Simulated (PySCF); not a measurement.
## Ionisation energy of Ar²⁺ by level of theory

Ar²⁺ [Ne] 3s2 3p4 (3P) → Ar³⁺ [Ne] 3s2 3p3 (4S), as a difference of total energies. Calculation: PySCF 2.14, in x2c-QZVPPall (9s6p4d2f1g, 70 functions); scalar relativity by spin-free X2C-1e. Correlated levels: valence: [Ne] frozen; valence and next inner shell: 1s2 frozen. The calculations carry no spin-orbit coupling.

```tsv
method	ionisation energy (eV)	plus first-order spin-orbit estimate	difference from reference of that sum (eV)
UHF	39.386	39.449	-1.286
LDA	40.841	40.904	+0.169
PBE	40.711	40.774	+0.039
PBE0	40.712	40.775	+0.040
r2SCAN	40.675	40.738	+0.003
wB97X-V	40.782	40.845	+0.110
TPSSh	40.773	40.836	+0.101
PBEsol	40.615	40.678	-0.057
M06	40.595	40.658	-0.077
ROHF	39.218	39.281	-1.454
MP2 (valence)	40.323	40.386	-0.349
SCS-MP2 (valence)	40.437	40.500	-0.235
MP2 (valence and next inner shell)	40.346	40.409	-0.326
SCS-MP2 (valence and next inner shell)	40.451	40.514	-0.221
```

Reference: 40.735 ± 0.012 eV (semi-empirical (NIST evaluation); NIST Atomic Spectra Database, ionization energies).

A first-order spin-orbit estimate (lowest level to lowest level, LS coupling) adds 0.063 eV.

Errors of the correlated levels include the incompleteness of this basis and the frozen core.
